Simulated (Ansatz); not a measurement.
Two isomers of C2H5FO2Si: A = `CC(=O)O[SiH2]F`, B = `O=COC(F)[SiH3]`.

Isolated molecules relaxed with PBE0-D4/def2-TZVP in Ansatz; ΔE leaves out vibrations. CCSD(T)/CBS adds triple-zeta CCSD(T) − MP2 to the extrapolated MP2 energy (def2 sets, frozen cores). Functionals use def2-TZVPP. B3LYP here is the variant with VWN-RPA as its local correlation; programs differ in this. One conformer a species, not always the lowest.

Which is lower in electronic energy at CCSD(T)/CBS, and by how much? (An estimate is asked.)

Computed: A, by 397.5 kJ/mol.

Give E(B) − E(A) in kJ/mol with CCSD(T)/def2-TZVPP, r2SCAN-D4, HF/def2-TZVPP, B3LYP-D4, B2PLYP, PBE-D4, B3LYP. (An estimate is asked.)

Computed: CCSD(T)/def2-TZVPP 390.1, r2SCAN-D4 387.2, HF/def2-TZVPP 404.4, B3LYP-D4 380.2, B2PLYP 390.7, PBE-D4 360.6, B3LYP 379.8. None reverses the order clearly.

Largest T1 diagnostic: 0.015.

From PBE to PBE0 (25 % exact exchange), in def2-TZVPP and without D4, E(B) − E(A) moves by +16.6 kJ/mol.
